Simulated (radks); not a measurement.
These are the eigenvalues of the occupied orbitals of an atom or ion with whole-number occupations (hartree). Calculated with a radial shooting solver on a logarithmic mesh with Libxc functionals: scalar-relativistic Kohn-Sham, LDA (Slater exchange, Perdew-Wang correlation), spin-polarised, spherical densities, finite nucleus; Fermi nuclear charge, rms radius of each element as measured or else 0.836 A^(1/3) + 0.57 fm.

orbital  eigenvalue
1s up     -1029.630
1s down   -1029.616
2s up     -163.5300
2s down   -163.5060
2p up     -148.0056
2p down   -147.9813
3s up     -39.50979
3s down   -39.48418
3p up     -34.42380
3p down   -34.39595
3d up     -26.54836
3d down   -26.51745
4s up     -13.97259
4s down   -13.85547
4p up     -12.28790
4p down   -12.17155
4d up      -9.72709

Which element is it, and in what charge state? The configuration may be excited. Open shells, if any, are filled with parallel spins first.

Answer. Z = 49, indium, charge +13: In13+ in [Ar] 3d10 4s2 4p5 4d1. The list shows which subshells hold electrons but not how many an open one holds; the 1s level, -1029.6 hartree, gives Z - s = 45.4 by -(Z - s)^2/2, which with screening and relativity narrows Z to a few neighbours, and the depths of the outer levels then fix element, charge and occupations together.
